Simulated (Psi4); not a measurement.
C3H3, doublet, at a GFN2-xTB geometry, with bond 5-3 at 1.6 times its length. Base run: B3LYP/def2-SVP in Psi4 1.11.

Psi4 was given this input:
```
memory 2 GB

molecule mol {
0 2
  C     0.001157    0.010032    0.110390
  C     0.013887    0.120383    1.324638
  C    -0.012957   -0.112321   -1.235932
  H     0.024832    0.215262    2.368646
  H     1.451387   -0.325490   -2.112304
  H    -0.939613   -0.078273   -1.779558
}

set basis def2-svp
set reference uks

energy('b3lyp')
print_variables()
```

The base run was repeated with changes; each row names its change, and settings that it needs were set with it.

```
change                          ΔE vs base (µEh)  SCF cycles  grid points  basis functions
------------------------------  ----------------  ----------  -----------  ---------------
base                                         0.0          12       130069               57
guess = sapgau                               0.0          12       130069               57
dft_nuclear_scheme = stratmann               0.1          12       122344               57
dft_nuclear_scheme = becke                   0.9          12       129572               57
scf_type = cd                              -73.4          12       130069               57
dft_radial_points = 35                       4.3          12        61830               57
guess = modhuckel                            0.0          13       130069               57
dft_radial_scheme = becke                    0.0          12       114229               57
dft_pruning_scheme = robust                  0.0          12        89683               57
damping_percentage = 20                     -1.3          20       130069               57
scf_type = disk_df                           0.0          12       130069               57
scf_type = mem_df                            0.0          12       130069               57
scf_type = out_of_core                      54.6          12       130069               57
```

Open shells are given as the SCF converged; they aren't shown to be the lowest states, and a large step between rows can be another state.
